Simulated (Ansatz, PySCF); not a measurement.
This PySCF input computes a r2SCAN/def2-TZVPD energy:

```python
from pyscf import gto, scf, dft

mol = gto.M(
    atom='''
    Al    0.26089531    0.21329292    0.23677331
    O     1.18655868   -0.44770898   -0.94995563
    F    -1.43156761    0.08987376    0.50239912
    ''',
    basis='def2-tzvpd',
    charge=-1,
    spin=1,
    verbose=4,
)

mf = dft.UKS(mol, xc='r2scan').density_fit(auxbasis='def2-universal-jkfit')
mf.grids.level = 4
mf.conv_tol = 1e-9
mf.max_cycle = 100
mf.max_memory = 1500
mf.kernel()
if not mf.converged:
    mf = mf.newton()
    mf.kernel(mf.make_rdm1())
for _ in range(2):
    mo, _, stable, _ = mf.stability(return_status=True)
    if stable:
        break
    mf.kernel(mf.make_rdm1(mo, mf.mo_occ))
mf.analyze()
```

Question: Write an input for the same energy in Ansatz (a program for electronic structure) and say what it gives.

Answer: 
Ansatz 0.2 input:
```yaml
crystal:
  periodic: [false, false, false]
  atoms:
    - {symbol: Al, position_ang: [0.26089531, 0.21329292, 0.23677331]}
    - {symbol: O, position_ang: [1.18655868, -0.44770898, -0.94995563]}
    - {symbol: F, position_ang: [-1.43156761, 0.08987376, 0.50239912]}
basis:
  gaussian:
    orbitals: def2-TZVPD
hamiltonian:
  xc: {name: r2SCAN}
total_charge: -1
magnetization: {spin_polarized: true, initial_magnetization: 1}
output: {forces: true}
```
It gives -417.59756 Eh, and PySCF -417.59761 Eh, a difference of 0.05 mEh, from the treatment of integrals and grids.
